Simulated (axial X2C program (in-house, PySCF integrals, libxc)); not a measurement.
GaTa: from the spin-free to the two-component result

All values were computed with an in-house relativistic program for diatomic molecules. Spin-free means the one-electron spin-free X2C Hamiltonian; two-component (2c) means X2C with spin–orbit coupling and atomic mean-field two-electron Coulomb and Gaunt terms, so the difference of the two also holds small scalar two-electron terms. Basis: Ta dyall-cv3z [13s14p9d7f4g], Ga dyall-cv3z [9s9p7d4f1g] (cores contracted in-house); Gaussian nuclei, density fitting, unrestricted open shells. Masses: Ta 180.948 u, Ga 68.926 u.

Spin-free state: M_S = 2, Λ = 2 (beyond evenly filled blocks: σα, π+α, π-α, δ+α); fragments Ta + Ga.

```json
{"level": "PBE0", "Re (Å)": "2.606", "ωe (cm⁻¹)": "195.7", "De (eV)": "2.024", "μ (D)": "-0.34"}
{"level": "PBE50", "Re (Å)": "2.585", "ωe (cm⁻¹)": "202.5", "De (eV)": "1.740", "μ (D)": "-0.24"}
```

Dipoles are positive if Ga is the positive end.

Two-component determinant lowest at the distance of the search:

Ω = 4 (⟨Sz⟩ = 1.97, ⟨Lz⟩ = 2.03 at PBE0); fragments Ta + Ga.

```
level  Re (Å)  ωe (cm⁻¹)  μ (D)
 PBE0   2.608      194.5  -0.29
PBE50   2.586      201.3  -0.19
```

Task: From the two tables, how do the constants change at the PBE0 level (2c against spin-free)?

Result: At the PBE0 level Re increases by 0.002 Å and ωe falls by 1.2 cm⁻¹.

The state is a single determinant with fixed occupations, the lowest that a limited PBE0 search found. De is counted from the lowest determinant-based energies of the atoms at the same level, without counterpoise correction. De is not given where an atomic determinant may have missed its ground term or J level, or where the truncated virtual space spoils (T). Density functionals use the spin component along the axis (collinear). PBE0 can misorder states that lie within some tenths of an eV, so this need not be the ground state of the molecule. The nearest other spin-free determinant of the search, M_S = 3, Λ = 0, lies 0.25 eV up at the distance of the search. The functionals have no current-density term, which raises determinants with orbital currents, atoms included. With several unpaired electrons one determinant need not be a pure state. A state of lower Ω lies just above, and one determinant can place such states too high, so the state shown need not be the lowest. The search has Ω = 3 only 0.04 eV up. Open-shell Ω = 0 determinants with evenly filled partner blocks cannot be reached by this program, so the Ω shown need not be the lowest component. The determinant is spin-polarised beyond a pure state at some levels (its spin-free form has ⟨S²⟩ too high), which makes Re and μ there less reliable.
